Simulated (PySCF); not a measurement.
# Magnetisability: SMILES FC1(F)C[C@@H]1[Se-], [C$_{3}$H$_{3}$F$_{2}$Se]-, charge -1

Molfile (atoms numbered from 1):
```
C3H3F2Se
     RDKit          3D

  9  9  0  0  0  0  0  0  0  0999 V2000
   -1.6130   -0.4765    1.0573 F   0  0  0  0  0  0  0  0  0  0  0  0
   -0.7317   -0.3831    0.0075 C   0  0  0  0  0  0  0  0  0  0  0  0
   -1.3183   -1.0029   -1.0355 F   0  0  0  0  0  0  0  0  0  0  0  0
   -0.0056    0.9016   -0.1691 C   0  0  0  0  0  0  0  0  0  0  0  0
    0.7188   -0.3493    0.2832 C   0  0  2  0  0  0  0  0  0  0  0  0
    2.0064   -1.1918   -0.8526 Se  0  0  0  0  0  1  0  0  0  0  0  0
   -0.1952    1.6968    0.5386 H   0  0  0  0  0  0  0  0  0  0  0  0
    0.1644    1.2212   -1.1864 H   0  0  0  0  0  0  0  0  0  0  0  0
    0.9877   -0.4099    1.3319 H   0  0  0  0  0  0  0  0  0  0  0  0
  1  2  1  0
  2  3  1  0
  2  4  1  0
  4  5  1  0
  5  6  1  0
  5  2  1  0
  4  7  1  0
  4  8  1  0
  5  9  1  1
M  CHG  1   6  -1
M  END
```

Computed with GIAO B3LYP/aug-pcSseg-1 magnetisability, rotational g tensor and spin-rotation constants, non-relativistic, gas phase in PySCF. Geometry: GFN2-xTB.

The calculation is non-relativistic, which matters for the atoms heavier than Zn. For an ion the centre-of-mass motion in the field is neglected.

What are the magnetisability and the molar susceptibility?

Isotropic -1293 × 10⁻³⁰ J/T², or -77.9 × 10⁻⁶ cm³/mol; principal values -1504, -1218, -1156 × 10⁻³⁰ J/T², anisotropy 322 × 10⁻³⁰ J/T² (root of half the summed squared differences of the principal values). The susceptibility is in cgs units.

Split it along the inertial axes a, b, c into diamagnetic and paramagnetic parts about the centre of mass, with the quadrupole moment.


```tsv
axis	χ (10⁻⁶ cm³/mol)	diamagnetic (10⁻⁶ cm³/mol)	paramagnetic (10⁻⁶ cm³/mol)	summed x² of all electrons (Å²)	quadrupole Θ (D Å)
a	-85.1	-312.3	227.2	197.2	-15.71
b	-74.3	-964.7	890.3	43.4	+7.53
c	-74.2	-1020.9	946.7	30.2	+8.18
```
Anisotropies 2χaa − χbb − χcc = -21.6 and 2χbb − χaa − χcc = +10.6 × 10⁻⁶ cm³/mol. Θ is traceless in Buckingham's convention.

And the rotational g tensor?


```tsv
axis	rotational constant (GHz)	g	nuclear part	electronic part
a	5.4966	-0.0300	0.5568	-0.5868
b	1.1777	-0.0199	0.4727	-0.4926
c	1.1074	-0.0190	0.4735	-0.4925
```
Asymmetric top; isotopes 12C, 19F, 1H, 80Se; no vibrational averaging.
